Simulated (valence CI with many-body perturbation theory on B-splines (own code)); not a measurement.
Ga18+: what each term of the Hamiltonian does

Calculated by relativistic CI+MBPT: three valence electrons over a frozen Dirac-Fock core [Ne], a basis of 11 s, 11 p, 9 d, 7 f, 5 g, 2 h, 1 i functions for each j, with the one-electron correlation potential Σ1, the two-electron term Σ2, the three-electron term Σ3, Breit, model QED; selected CI, second order for the rest (own B-spline code, finite nucleus).

No measured spectrum was set against this ion. As an estimate, levels of excited configurations hold to 0.05 to 0.15 % of their energy, terms of the ground configuration to about 0.5 %.

Each rung adds one term. CI alone is the Dirac-Coulomb CI over the frozen core; QED comes last and gives the full result, which names the levels. Energies are above 3s²3p ²P°_1/2 on the same rung, in cm⁻¹.

Names give the largest LS component (configuration and term), which can be under half, so a name can repeat, a term be missing and a line seem to break the LS rules; names also repeat where a configuration has a term twice.

| Level | CI alone |
| --- | --- |
| 3s²3p ²P°_3/2 | 47332 |
| 3s3p² ⁴P_1/2 | 313915 |
| 3s3p² ⁴P_3/2 | 335881 |
| 3s3p² ⁴P_5/2 | 357528 |
| 3s3p² ²D_3/2 | 427450 |
| 3s3p² ²D_5/2 | 437348 |
| 3s3p² ²S_1/2 | 506034 |
| 3s3p² ²P_1/2 | 554252 |
| 3s3p² ²P_3/2 | 567006 |
| 3s²3d ²D_3/2 | 651801 |
| 3s²3d ²D_5/2 | 658189 |
| 3p³ ²D°_3/2 | 802970 |
| 3p³ ²D°_5/2 | 819341 |
| 3p³ ⁴S°_3/2 | 830376 |
| 3s3p3d ⁴F°_3/2 | 881492 |
| 3s3p3d ⁴F°_5/2 | 891768 |

(1) What do these energies become with core correlation, Breit and QED?

(2) How does the ionisation energy move along the ladder, and which term matters most?

Results:

(1) 3s²3p ²P°_3/2 46588 (-743); 3s3p² ⁴P_1/2 313767 (-148); 3s3p² ⁴P_3/2 335408 (-473); 3s3p² ⁴P_5/2 356506 (-1022); 3s3p² ²D_3/2 425610 (-1840); 3s3p² ²D_5/2 435267 (-2081); 3s3p² ²S_1/2 501473 (-4561); 3s3p² ²P_1/2 548750 (-5502); 3s3p² ²P_3/2 560207 (-6799); 3s²3d ²D_3/2 645256 (-6545); 3s²3d ²D_5/2 651322 (-6867); 3p³ ²D°_3/2 799269 (-3701); 3p³ ²D°_5/2 815809 (-3533); 3p³ ⁴S°_3/2 824391 (-5984); 3s3p3d ⁴F°_3/2 878191 (-3301); 3s3p3d ⁴F°_5/2 888105 (-3663).

(2) CI alone 681.68, + Σ1 682.47, + Σ2 682.28, + Σ3 682.23, + Breit 681.87, + QED 681.90 eV. The largest step is Σ1, 0.80 eV. NIST lists 677 ± 3 eV (semi-empirical).
